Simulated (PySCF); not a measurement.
Match the calculated data to a structure.

All candidates are C7H13F.

- XPS: C1s 290.3, C1s 290.3, C1s 290.4, C1s 290.5, C1s 290.5, C1s 290.6, C1s 292.5, F1s 691.8 eV [ΔSCF SCAN, pcX-2 on the ionised atom, pcseg-1 elsewhere, spin-free X2C]
- Valence photoelectron: vertical ionisation energy: 10.65 eV [ΔSCF wB97X-D/def2-SVPD]
- UV, first state: lowest singlet excitation: 8.81 eV (141 nm, f = 0.005) [TDDFT wB97X-D/def2-SVPD]
- UV, strongest line: among the 10 lowest singlet transitions: S10 at 9.74 eV (127 nm, f = 0.046) [TDDFT wB97X-D/def2-SVPD]
- Polarisability: 81.1 au [wB97X-D/def2-SVPD]
- Dipole: 1.78 D [wB97X-D/def2-SVPD]
- 13C NMR: chemical shifts (computed TMS as zero) by class: 90.9 (1 C), 39.7 (1 C), 29.9 (1 C), 28.9 (1 C), 26.8 (1 C), 16.0 (1 C), 11.1 (1 C) ppm [GIAO HF/pcSseg-1]
- Rotational structure: rotational constants A, B, C: 2.726, 1.699, 1.512 GHz [PBE0-D3(BJ)/def2-SVP]
- Triplet: lowest triplet excitation (Tamm–Dancoff): 8.68 eV [TDA wB97X-D/def2-SVPD]

The electronic properties come from PySCF, for the isolated species, density fitting. Levels stand in brackets. The structure is a single PBE0-D3(BJ)/def2-SVP conformer in the gas phase; no vibrational or solvent corrections. Each NMR value is the plain mean over a class of atoms that symmetry, rotation or inversion makes alike.

Task: Which candidate is it?
A. `C=C(CF)[C@@H](C)CC`
B. `C[C@@H]1[C@H](C)CC[C@H]1F`
C. `CC(C)=C(C)CCF`

Result: B. It is `C[C@@H]1[C@H](C)CC[C@H]1F`. Numbering: `[CH3:1][C@@H:2]1[C@H:3]([CH3:4])[CH2:5][CH2:6][C@H:7]1[F:8]`. Its formula, C7H13F, gives 1 degree of unsaturation: 1 ring and 0 π bonds in the structure found. 7 carbons fall into 7 classes; from least to most shielded: sp3 C–F carbon [C7] (90.9 ppm), sp3 CH carbon [C2] (39.7 ppm), sp3 CH carbon [C3] (29.9 ppm), ring CH2 carbon [C6] (28.9 ppm), ring CH2 carbon [C5] (26.8 ppm), methyl carbon [C4] (16.0 ppm), methyl carbon [C1] (11.1 ppm). The core levels belong to: C1s 290.3 eV, sp3 CH carbon [C3]; C1s 290.3 eV, ring CH2 carbon [C5]; C1s 290.4 eV, sp3 CH carbon [C2]; C1s 290.5 eV, methyl carbon [C4]; C1s 290.5 eV, ring CH2 carbon [C6]; C1s 290.6 eV, methyl carbon [C1]; C1s 292.5 eV, sp3 C–F carbon [C7]; F1s 691.8 eV, alkyl fluorine [F8]. The first electron is taken from the HOMO, whose largest Löwdin shares are 0.20 on an sp3 CH carbon, 0.18 on an sp3 CH carbon, 0.10 on the sp3 C–F carbon and 0.08 on the alkyl fluorine. The optimised geometry has point group C1 and is an asymmetric top.

The others, at the same levels:
- `CC(C)=C(C)CCF` fails: its computed 13C shifts are 139.1 (1 C), 129.9 (1 C), 73.9 (1 C), 33.7 (1 C), 20.4 (1 C), 19.5 (1 C), 19.0 (1 C) ppm, core binding energies are C1s 289.9, C1s 290.0, C1s 290.6, C1s 290.6, C1s 290.6, C1s 290.6, C1s 292.7, F1s 692.1 eV and lowest singlet excitation is 6.42 eV (193 nm, f = 0.088) (against 8.81 eV).
- `C=C(CF)[C@@H](C)CC` fails: its computed 13C shifts are 154.0 (1 C), 118.5 (1 C), 72.5 (1 C), 38.0 (1 C), 26.1 (1 C), 22.3 (1 C), 14.0 (1 C) ppm, core binding energies are C1s 289.8, C1s 290.5, C1s 290.5, C1s 290.6, C1s 290.6, C1s 290.7, C1s 293.0, F1s 692.4 eV and lowest singlet excitation is 7.24 eV (171 nm, f = 0.379) (against 8.81 eV).

Each candidate is one conformer, not necessarily the lowest. The conformers computed, where there is a choice (atom-mapped SMILES and torsion angles):
- `[CH3:1][C:2]([CH3:3])=[C:4]([CH3:5])[CH2:6][CH2:7][F:8]`: C2–C4–C6–C7 95°, C4–C6–C7–F8 176°
- `[CH2:1]=[C:2]([CH2:3][F:4])[C@@H:5]([CH3:6])[CH2:7][CH3:8]`: C1–C2–C3–F4 -1°, C1–C2–C5–C6 114°, C2–C5–C7–C8 57°

The conformers of `C[C@@H]1[C@H](C)CC[C@H]1F` aren't listed.
